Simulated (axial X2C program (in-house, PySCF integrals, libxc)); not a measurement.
GaSi along the bond: PBE0, 2c

All values were computed with an axial X2C code built on PySCF integrals. Two-component (2c) means X2C with spin–orbit coupling and atomic mean-field two-electron Coulomb and Gaunt terms. Basis: Ga dyall-cv3z [9s9p7d4f1g], Si dyall-v3z [8s7p2d1f] (cores contracted in-house); Gaussian nuclei, density fitting, unrestricted open shells. Masses: Ga 68.926 u, Si 27.977 u.

State: Ω = 3/2 (⟨Sz⟩ = 1.50, ⟨Lz⟩ = 0.00 at PBE0). Dipoles are positive if Si is the positive end.

```csv
R (Å),μ (D),HOMO (eV),LUMO (eV)
2.111,-0.770,-5.68,-2.99
2.208,-0.931,-5.73,-2.86
2.280,-1.075,-5.75,-2.77
2.353,-1.238,-5.77,-2.71
2.426,-1.419,-5.75,-2.71
2.511,-1.650,-5.62,-2.70
2.596,-1.898,-5.51,-2.69
2.705,-2.235,-5.37,-2.66
2.838,-2.660,-5.22,-2.63
3.033,-3.277,-5.03,-2.57
```

The minimum lies at 2.418 Å. What is the dipole moment there, and its slope?

At PBE0, 2c, with the sign and origin stated: μ = -1.40 D, dμ/dR = -2.58 D/Å.

One determinant describes the state; a PBE0 search over occupations chose it and may have missed a lower one. Density functionals use the spin component along the axis (collinear). Other states lie close and PBE0, whose exact exchange favours high spin, may order them wrongly; the determinant shown need not be the ground state. The nearest other 2c determinant of the search, Ω = 1/2, lies 0.31 eV up at the distance of the search. With several unpaired electrons one determinant need not be a pure state. This is the top spin component of a Σ state; components of lower Ω are not single determinants and can lie lower.
